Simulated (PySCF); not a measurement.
BeFCl, SMILES [Be]([F])[Cl]. Geometry optimised at PBE-D3(BJ)/def2-TZVP.

Computed equilibrium geometry at PBE-D3(BJ)/def2-TZVP (PySCF confirms it by a frequency run) as a Z-matrix, and its point group:
point group C∞v.
```
Be
F 1 1.3848
Cl 1 1.8139 2 180.00
```
Charge 0, spin multiplicity 1.
